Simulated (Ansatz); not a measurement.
Reaction (formal exchange of groups at a Ge–Ge bond): `[F][GeH]([F])[GeH3]` + `OI` → `[GeH3][I]` + `[OH][GeH]([F])[F]`

Program: Ansatz. Geometries: PBE0-D4/def2-TZVP. ΔE: electronic, gas phase. CCSD(T)/CBS adds triple-zeta CCSD(T) − MP2 to the extrapolated MP2 energy (def2 sets, frozen cores). Functionals use def2-TZVPP. B3LYP here is the variant with VWN-RPA as its local correlation; programs differ in this. HSE06 is defined as in plane-wave codes. def2 core potentials past Kr. For Ge, I outer-core shells are correlated without core-valence functions, which leaves a few kJ/mol of doubt a bond. Scalar relativity is left out up to krypton. Each species was taken in one conformer, which may not be the lowest.

```tsv
level	ΔE (kJ/mol)	difference from CCSD(T)/CBS
LDA (SPW92)	-234.6	16.3
PBE-D4	-224.4	26.5
revPBE-D4	-222.3	28.6
BLYP-D4	-217.4	33.5
r2SCAN-D4	-249.3	1.6
B97M-V	-237.1	13.8
PBE0-D4	-246.7	4.2
B3LYP-D4	-236.5	14.4
r2SCANh-D4	-255.5	-4.6
r2SCAN0-D4	-264.5	-13.6
HSE06-D4	-247.3	3.6
BHLYP-D4	-261.5	-10.6
ωB97X-V	-250.5	0.4
ωB97M-V	-250.1	0.8
B2PLYP	-251.2	-0.3
PBE-QIDH	-269.6	-18.7
PBE	-224.6	26.3
revPBE	-222.3	28.6
BLYP	-217.6	33.3
r2SCAN	-249.5	1.4
B3LYP	-236.8	14.1
r2SCANh	-255.7	-4.8
r2SCAN0	-264.7	-13.8
HSE06	-247.6	3.3
BHLYP	-261.4	-10.5
CAM-B3LYP	-246.1	4.8
LC-ωPBE	-252.4	-1.5
RPA@PBE/def2-TZVPP	-238.9	12.0
HF/def2-SVP	-303.3	-52.4
MP2/def2-SVP	-294.1	-43.2
CCSD(T)/def2-SVP	-276.8	-25.9
MP2/def2-TZVPP	-275.5	-24.6
SCS-MP2/def2-TZVPP	-267.0	-16.1
CCSD/def2-TZVPP	-262.2	-11.3
CCSD(T)/def2-TZVPP	-257.7	-6.8
HF/def2-QZVPP	-289.6	-38.7
MP2/def2-QZVPP	-270.4	-19.5
HF/CBS(def2)	-289.1	-38.2
MP2/CBS(def2)	-268.8	-17.9
CCSD/CBS(def2)	-255.5	-4.6
CCSD(T)/CBS	-250.9	0
```

Largest T1 diagnostic among the species: 0.012.

From r2SCAN to r2SCAN0 (25 % exact exchange), in def2-TZVPP and without D4, ΔE moves by −15.2 kJ/mol. In def2-TZVPP, CCSD(T) changes the Hartree–Fock value by +35.6 kJ/mol (the triples alone add +4.6 kJ/mol) and MP2 by +17.8 kJ/mol. At CCSD(T), def2-SVP lies −25.9 kJ/mol from the extrapolated value and def2-TZVPP −6.8 kJ/mol.
